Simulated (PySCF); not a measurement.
## Vertical excitation energies

Species: C6H10Se.
SMILES: `C=C([Se]C)C1CC1`

Method: PySCF 2.14.0, density-fitted response routines, TDDFT CAM-B3LYP/def2-SVPD, vertical, gas phase, core orbitals frozen in the response. Geometry: PBE0-D3(BJ)/def2-SVP, one conformer, isolated molecule. The CAM-B3LYP/def2-SVPD calculation is non-relativistic and has no spin–orbit coupling, an omission that weighs most on selenium. Torsions of this conformer, `[CH2:1]=[C:2]([Se:3][CH3:4])[CH:5]1[CH2:6][CH2:7]1`: C1–C2–Se3–C4 -6°, C1–C2–C5–C6 -148°.

```
state  E (eV)  λ (nm)  ν̃ (cm⁻¹)       f  main configurations (H = HOMO, L = LUMO)
   S1    4.83   256.7      38960  0.0013                                 H→L (74%)
   S2    5.57   222.8      44890   0.156                  H→L+1 (62%), H→L+2 (32%)
   S3    5.64   219.9      45470   0.044                  H→L+2 (60%), H→L+1 (26%)
   S4    5.92   209.3      47780  0.0048       H→L+5 (43%), H→L+3 (25%), H→L (15%)
   S5    6.35   195.2      51220   0.021     H→L+3 (55%), H→L+5 (18%), H→L+6 (12%)
   S6    6.67   185.9      53780  0.0032                               H→L+4 (92%)
```

The lowest singlet comes at 257 nm (466 kJ/mol) in the ultraviolet; it is very weak; its leading configuration is HOMO→LUMO (74%). The strongest level in the table is S2 at 5.57 eV (223 nm, f = 0.156). Löwdin shares by element: HOMO selenium 50%, carbon 40% or more; LUMO selenium 55%, hydrogen 13% or more, carbon 11% or more (atoms not listed hold the other 21%). Orbital energies (eV): HOMO-3 -10.15, HOMO-2 -9.96, HOMO-1 -8.83, HOMO -7.17, LUMO 0.89, LUMO+1 1.23, LUMO+2 1.26. The listed states span 1.84 eV, and the widest gap between neighbours is 0.74 eV (S1 to S2). The oscillator strengths of these states sum to 0.230; summed over the whole spectrum of an exact calculation they would give the number of electrons, 80 (Thomas–Reiche–Kuhn). Only the lowest 6 singlets were computed, as vertical energies without vibronic structure.

The run took 63 s (with the writing of density and orbital grids) on an Arm Neoverse V2 with one thread, shared host with 96 logical CPUs at a one-minute load of 49, and the process peaked at 1.2 GiB of memory.
